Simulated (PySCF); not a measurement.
Cl₃Ti (SMILES [Cl][Ti]([Cl])[Cl]), doublet, geometry from GFN2-xTB (such geometries of metal compounds can be far from the true shape), atoms displaced at random by about 0.03 Å a coordinate.

The PySCF input:
```python
from pyscf import gto, scf, dft

mol = gto.M(
    atom='''
Ti   -0.084589   -0.219671   -0.232567
Cl    2.040709   -0.143415   -0.410284
Cl   -0.758821   -0.840050    1.766827
Cl   -1.196089    1.289495   -1.145478
''',
    basis='6-31g',
    charge=0,
    spin=1,
    verbose=3,
)

mf = dft.UKS(mol)
mf.xc = 'pbe0'
mf.kernel()
g = mf.nuc_grad_method()
grad = g.kernel()
```

Task: Estimate the number of basis functions that PySCF with PBE0/6-31G, gradient returns for this input.

Result: 66

Task: Give the <S^2> at the level PBE0/6-31G, gradient.

Result: 0.756

Task: Predict the total energy from PBE0/6-31G, gradient.

Result: -2229.4366 Eh

Task: Predict the dipole moment from PBE0/6-31G, gradient.

Result: 2.22 D

These values belong to the state on which the SCF converged, which isn't shown to be the lowest.
